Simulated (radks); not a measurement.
Values are calculated unless marked as measured or tabulated.
Effect of the nuclear size on neutral terbium, [Xe] 4f9 6s2. Level of theory: Dirac Kohn-Sham, LDA (Slater exchange, Perdew-Wang correlation), spin-unpolarised, spherical densities, finite nucleus; open shells are shared between the two j in proportion to 2j + 1; Fermi nuclear charge, rms radius 5.06 fm (a radial shooting solver on a logarithmic mesh with Libxc functionals). The rms radius is varied about that value; shifts are against it.

rms radius (fm)  total energy shift (eV)  density at nucleus (e/bohr^3)  1s1/2 shift (meV)  2s1/2 shift (meV)  5s1/2 shift (meV)  5p1/2 shift (meV)  6s1/2 shift (meV)  4f7/2 shift (meV)  6p1/2 (empty) shift (meV)
4.3415                             -5.93                       7.12e+05              -2440               -317              -2.38              0.287             -0.101              0.465                      0.091
4.8222                             -2.04                      6.926e+05               -838               -109             -0.819              0.099             -0.035              0.160                      0.031
5.06                                   0                      6.839e+05              0.000              0.000              0.000              0.000              0.000              0.000                      0.000
5.394                               2.98                      6.725e+05               1230                159               1.20             -0.144              0.051             -0.234                     -0.046
6.158                               10.3                      6.495e+05               4250                552               4.15             -0.500              0.176             -0.810                     -0.159

Slopes of the eigenvalues against <r^2> in GHz/fm^2, as finite differences over the two radii next to the reference (eigenvalue slopes, not the field-shift constants of lines): 1s1/2 85500, 2s1/2 11100, 5s1/2 83.5, 5p1/2 -10.1, 6s1/2 3.54, 4f7/2 -16.3, 6p1/2 (empty) -3.20.
